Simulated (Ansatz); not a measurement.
K₂S₂⁻. Charge -1, multiplicity 2. Geometry r2SCAN-D4/def2-TZVPD; atoms count from 1.

```xyz
4

K    -0.1915    0.8946   -2.1415
K     0.5304   -2.0366    0.9969
S     0.8744    0.8553    0.5977
S    -1.2133    0.2867    0.5469
```

The highest occupied level of the charge -1 doublet lies above zero (up to 0.31 eV). By energy differences its removal costs 0.50 eV (vertical, to the charge 0 singlet, at PBE0-D4/def2-TZVPD); a positive level beside a positive removal energy at the same level points to self-interaction error. The structure comes from a short search, and lower isomers may exist.

Problem. Estimate the Mulliken populations from the PBE0/def2-TZVPD orbitals of Ansatz.

Solution. 
```json
{"atom": "K1", "charge (e)": "0.26", "spin (α − β)": "0.58"}
{"atom": "K2", "charge (e)": "0.26", "spin (α − β)": "0.58"}
{"atom": "S3", "charge (e)": "-0.76", "spin (α − β)": "-0.08"}
{"atom": "S4", "charge (e)": "-0.76", "spin (α − β)": "-0.08"}
```
Mulliken values and Mayer orders depend strongly on the basis. With diffuse functions, as here, like atoms can get unlike values, and bond orders can come out too low or too high.

Problem. Where does the spin sit?

Solution. Summed by element: K 1.16, S -0.16, of 1 unpaired in all. Largest on single atoms: K1 0.58, K2 0.58, S4 -0.08.

Problem. And the Mayer bond orders between bonded heavy atoms (over 0.3)?

Solution. K1–K2 0.69 (4.35 Å); S3–S4 0.83 (2.16 Å).
